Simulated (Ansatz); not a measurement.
Computed with Ansatz on PBE0-D4/def2-TZVP structures; ΔE is electronic, products minus reactants. CCSD(T)/CBS is the MP2 limit (def2-TZVPP, def2-QZVPP) plus CCSD(T) − MP2 in def2-TZVPP, frozen cores. Functionals use def2-TZVPP. For Ga outer-core shells are correlated without core-valence functions, which leaves a few kJ/mol of doubt a bond. Scalar relativity is left out up to krypton. One conformer a species, not always the lowest.

`O[SiH2][GaH][SiH3]` + `O[SiH](S)S` → `O[SiH2][SiH](O)S` + `[SiH3][GaH][SH]`  (redistribution)

| level | ΔE (kJ/mol) |
| --- | --- |
| PBE-D4 | -30.0 |
| r2SCAN | -30.3 |

(1) What does CCSD(T)/CBS give? (An estimate is asked.)

Largest T1 diagnostic among the species: 0.014.

Answers

(1) Computed: -29.5 kJ/mol. The listed levels differ from it by -0.5, -0.8 kJ/mol.

In def2-TZVPP, CCSD(T) changes the Hartree–Fock value by +3.6 kJ/mol (the triples alone add −0.5 kJ/mol) and MP2 by +4.7 kJ/mol.
